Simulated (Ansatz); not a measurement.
Compare A (`BO[SiH2]B`) with its isomer B (`OBB[SiH3]`).

Program: Ansatz. Geometries: PBE0-D4/def2-TZVP. ΔE: electronic, gas phase. CCSD(T)/CBS adds triple-zeta CCSD(T) − MP2 to the extrapolated MP2 energy (def2 sets, frozen cores). DFT in def2-TZVPP. B3LYP here is the variant with VWN-RPA as its local correlation; programs differ in this. Each species was taken in one conformer, which may not be the lowest.

A:

Z-matrix (Å, degrees):
```
Si
O 1 1.666
B 1 2.001 2 113.0
H 1 1.493 2 109.1 3 122.4
H 1 1.490 2 106.8 3 -120.6
B 2 1.345 1 132.3 3 -120.9
H 3 1.194 1 123.8 2 2.5
H 3 1.197 1 118.4 2 -177.7
H 6 1.205 2 120.1 1 -0.0
H 6 1.199 2 118.2 1 179.8
```

B:

```xyz
10

O    -1.1491    1.9623    0.7441
B    -1.2649    0.6615    0.3760
B    -0.1020   -0.4970    0.6275
Si    1.3836   -0.8668   -0.6785
H    -1.9091    2.4968    0.5018
H    -2.2677    0.3015   -0.2077
H    -0.1386   -1.2163    1.5877
H     1.2223   -0.2160   -2.0077
H     2.6138   -0.3033   -0.0434
H     1.6118   -2.3227   -0.8999
```

Problem. Which isomer does CCSD(T)/CBS put lower? Give the gap. (An estimate is asked.)

Solution. Ansatz gave: A, by 21.2 kcal/mol.

Problem. Give E(B) − E(A) in kcal/mol with B3LYP-D4, PBE0-D4, CCSD(T)/def2-SVP, BLYP-D4, B2PLYP, PBE-D4, r2SCAN-D4. (An estimate is asked.)

Solution. Computed: B3LYP-D4 20.5, PBE0-D4 16.8, CCSD(T)/def2-SVP 17.0, BLYP-D4 19.2, B2PLYP 21.5, PBE-D4 14.8, r2SCAN-D4 18.4. None reverses the order clearly.

Problem. Does the order hold for the free energy at 298.15 K (harmonic terms from PBE0-D4)? (Best estimate.)

Solution. The calculation gave: Yes: G(B) − G(A) = +21.7 kcal/mol, for one conformer each. Modes under 60 cm⁻¹, often nearly free rotors, make the harmonic entropy too high.

Largest T1 diagnostic: 0.014.

From BLYP to BHLYP (50 % exact exchange), in def2-TZVPP and without D4, E(B) − E(A) moves by +4.1 kcal/mol. In def2-TZVPP, CCSD(T) changes the Hartree–Fock value by −5.7 kcal/mol (the triples alone add −0.7 kcal/mol) and MP2 by −4.0 kcal/mol.
